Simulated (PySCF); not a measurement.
**Excitation energy of O by level of theory**

O [He] 2s2 2p4 (3P) → O [He] 2s1 2p5 (3P), as a difference of total energies. Computed with PySCF 2.14 in aug-cc-pCVTZ-DK (7s6p4d2f, 59 functions), with scalar relativity by spin-free X2C-1e. Correlated levels: valence and next inner shell: nothing frozen. The calculations carry no spin-orbit coupling.

```
                                method  excitation energy (cm⁻¹)
                                   UHF                    136480
    MP2 (valence and next inner shell)                    129280
SCS-MP2 (valence and next inner shell)                    128920
   CCSD (valence and next inner shell)                    126180
CCSD(T) (valence and next inner shell)                    123740
```

The upper state lies above the first ionisation limit, where it may autoionise and the basis confines it.

The coupled-cluster amplitudes are large for the upper state (T1 above 0.03 or a double amplitude above 0.15), so a single reference is strained.
